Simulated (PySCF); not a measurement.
# Core-level binding energies of `CC#[N+][GaH2-][CH2]F`

Compound: C3H7FGaN.
Bonds: C1–C2, C2–N3 (triple), N3–Ga4, Ga4–C5, C5–F6. Hydrogens: H7, H8, H9 on C1; H10, H11 on Ga4; H12, H13 on C5.

The calculation used delta-SCF UKS SCAN, pcX-2 on the ionised atom, pcseg-1 elsewhere, spin-free X2C in PySCF. Each binding energy is the total energy of the core-ionised species, with the hole localised on one atom, minus that of the ground state; both are solved self-consistently, so orbital relaxation is included.

Q: Give the core binding energies atom by atom.

A: 
```tsv
atom(s)	environment	level	binding energy (eV)	above the level's lowest (eV)	count
F6	alkyl fluorine	F 1s	691.74	0.00	1
N3	nitrogen bonded to C and Ga	N 1s	406.06	0.00	1
C1	methyl carbon	C 1s	293.10	+1.65	1
C2	triply bonded carbon	C 1s	293.07	+1.62	1
C5	sp3 C–F carbon	C 1s	291.45	0.00	1
```

The listed C 1s values span 1.65 eV, from C5 (bonded to F, 2 H and Ga) to C1 (bonded to C and 3 H). The values 293.07 and 293.10 eV lie too close for their order to be trusted.

Q: What is the longest wavelength that can ionise C 1s of C5 vertically?

A: λ = hc/E = 12398.42 eV Å / 291.45 eV = 42.540 Å.

The unrestricted hole states depart most from a pure doublet (⟨S²⟩ = 0.75; over 0.85 named) for C 1s of C2 (0.91), which makes this value less certain. No level of gallium is listed. The structure is a single PBE0-D3(BJ)/def2-SVP conformer in the gas phase; no vibrational or solvent corrections.

The values belong to the conformer `[CH3:1][C:2]#[N+:3][GaH2-:4][CH2:5][F:6]`: C2–N3–Ga4–C5 26°, N3–Ga4–C5–F6 -41°.
